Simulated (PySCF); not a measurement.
Sc³⁺ (scandium, charge +3): MN15 calculation

Configuration: [Ar], closed-shell 1S. Computed with PySCF 2.14 in x2c-SVPall, with scalar relativity by spin-free X2C-1e.

```json
{
 "Total energy": "-762.671 hartree",
 "One-electron energy": "-1019.585 hartree",
 "Hartree (Coulomb) energy": "295.444 hartree",
 "Exchange-correlation energy": "-38.530 hartree",
 "⟨S²⟩": "0.0000",
 "⟨L²⟩": "0.000",
 "Sum of ⟨r⟩": "11.74 bohr",
 "Sum of ⟨r²⟩": "12.96 bohr²",
 "Langevin diamagnetic susceptibility": "-10.3 ×10⁻⁶ cm³/mol",
 "Time after the integrals": "0.6 s of wall time on 1 thread of Intel(R) Xeon(R) Platinum 8375C CPU @ 2.90GHz (shared host)"
}
```

```tsv
shell	electrons	mean orbital energy (hartree)	rms radius, mean of both spins (bohr)
1s	2	-162.62532	0.0846
2s	2	-18.68800	0.375
2p	6	-15.82282	0.341
3s	2	-3.37775	1.14
3p	6	-2.56823	1.25
```

Densities and radii are taken from the X2C orbitals without a picture-change correction, which distorts them close to the nucleus.
